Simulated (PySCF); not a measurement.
From one molecule to another.

First species: phosphorous acid, H3O3P.
Bonds: O1–P2, P2–O3, P2–O4. Hydrogens: H5 on O1; H6 on O3; H7 on O4.

Second species: C7H11N.
SMILES: `C#C[C@H]1CCN(C)C1`

Levels: PBE0/def2-SVPD for HOMO energy, LUMO energy, HOMO–LUMO gap and static isotropic polarisability; TDDFT PBE0/def2-SVPD for lowest singlet excitation; TDA PBE0/def2-SVPD for lowest triplet excitation (Tamm–Dancoff). Geometries: GFN2-xTB. Each structure is a single optimised conformer of the isolated species, non-relativistic unless stated. Electronic properties by PySCF.

The conformers computed, where there is a choice (atom-mapped SMILES and torsion angles):
- `[OH:1][P:2]([OH:3])[OH:4]`: H–O1–P2–O3 80°, H–O3–P2–O1 179°, H–O4–P2–O1 80°

The conformers of `C#C[C@H]1CCN(C)C1` aren't listed.

Values for the first species:

```
HOMO energy                              : -7.03 eV
LUMO energy                              : 0.42 eV
HOMO–LUMO gap                            : 7.45 eV
Lowest singlet excitation                : 6.34 eV
Lowest triplet excitation (Tamm–Dancoff) : 5.04 eV
Static isotropic polarisability          : 40.1 au
```

(1) Estimate the same properties for the second species, and the change in each.

## Answers

(1) 
```
                                property     first    second  second less first
                             HOMO energy  -7.03 eV  -6.35 eV           +0.68 eV
                             LUMO energy   0.42 eV   0.65 eV           +0.23 eV
                           HOMO–LUMO gap   7.45 eV   7.00 eV           -0.45 eV
               lowest singlet excitation   6.34 eV   5.88 eV           -0.46 eV
lowest triplet excitation (Tamm–Dancoff)   5.04 eV   5.44 eV           +0.40 eV
         static isotropic polarisability   40.1 au   87.8 au           +47.7 au
```

On the first: S1 lies 1.11 eV below the HOMO–LUMO gap. In wavenumbers S1 is 51100 cm⁻¹ (1 eV = 8065.54 cm⁻¹).

On the second: The polarisability is 13.01 Å³ as a volume (1 au = 0.148185 Å³), or 1.46 au for each of the 60 electrons. The vertical singlet–triplet gap S1 − T1 is 0.44 eV (TDDFT singlet less Tamm–Dancoff triplet; S1: HOMO→LUMO, weight 0.96; T1: HOMO−1→LUMO+1, weight 0.22, beside HOMO−2→LUMO+2, weight 0.21).
